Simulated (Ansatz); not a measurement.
Geometry optimisation, Ansatz, RKS PBE-D4/STO-3G.

Input:

```yaml
crystal:
  periodic: [false, false, false]
  atoms:
    - { symbol: Cl, position_ang: [0.8769, -2.8042, -1.4558] }
    - { symbol: C, position_ang: [0.3771, -1.2356, -0.7283] }
    - { symbol: C, position_ang: [1.1569, -0.526, 0.0434] }
    - { symbol: Si, position_ang: [0.5666, 1.0717, 0.7326] }
    - { symbol: "N", position_ang: [-1.211, 1.2021, 0.1595] }
    - { symbol: Al, position_ang: [-1.3202, -0.3246, -0.9097] }
    - { symbol: H, position_ang: [2.2255, -0.8533, 0.2872] }
    - { symbol: H, position_ang: [0.5744, 1.0521, 2.199] }
    - { symbol: H, position_ang: [1.2813, 2.2129, 0.2715] }
    - { symbol: H, position_ang: [-1.8154, 1.0275, 1.0323] }
    - { symbol: H, position_ang: [-2.6467, -0.8796, -1.6109] }
basis:
  gaussian: { orbitals: STO-3G }
hamiltonian:
  xc: pbe
  dispersion: d4
relax:
  f_tol: 0.02
  max_steps: 40
scf:
  lower_state_search: "off"
output:
  orbitals: {}
```

Command:

```bash
$ ansatz run input.yaml --threads 1 --pin off --max-ram 2048MiB --backend cpu --events-out ev --progress --plain --runs-dir out
```

**Question.** Where does it end, and by what steps?

**Answer.** It converged. Limits of this set-up: minimal basis. After 9 steps the energy has fallen by 0.906 eV; H10 moved furthest, 0.76 Å.

```json
{"step": "0", "energy less start (eV)": "0.0000", "largest force component (eV/Å)": "4.597", "accepted": "yes"}
{"step": "1", "energy less start (eV)": "-0.4570", "largest force component (eV/Å)": "1.297", "accepted": "yes"}
{"step": "2", "energy less start (eV)": "-0.5915", "largest force component (eV/Å)": "1.078", "accepted": "yes"}
{"step": "3", "energy less start (eV)": "-0.7020", "largest force component (eV/Å)": "1.582", "accepted": "yes"}
{"step": "4", "energy less start (eV)": "-0.8245", "largest force component (eV/Å)": "1.171", "accepted": "yes"}
{"step": "5", "energy less start (eV)": "-0.8129", "largest force component (eV/Å)": "0.595", "accepted": "no"}
{"step": "6", "energy less start (eV)": "-0.8974", "largest force component (eV/Å)": "0.418", "accepted": "yes"}
{"step": "7", "energy less start (eV)": "-0.9051", "largest force component (eV/Å)": "0.069", "accepted": "yes"}
{"step": "8", "energy less start (eV)": "-0.9060", "largest force component (eV/Å)": "0.037", "accepted": "yes"}
{"step": "9", "energy less start (eV)": "-0.9060", "largest force component (eV/Å)": "0.019", "accepted": "yes"}
```

```xyz
11
Properties=species:S:1:pos:R:3
Cl 0.914 -2.740 -1.592
C 0.365 -1.220 -0.719
C 1.253 -0.523 0.031
Si 0.509 0.999 0.845
N -1.148 0.884 0.255
Al -1.418 -0.497 -0.773
H 2.311 -0.812 0.158
H 0.608 0.936 2.304
H 1.188 2.224 0.420
H -1.830 1.617 0.548
H -2.686 -0.926 -1.458
```

Run time: 28 s on 1 thread of Arm Neoverse V2, on a shared host, peak memory 0.17 GiB.
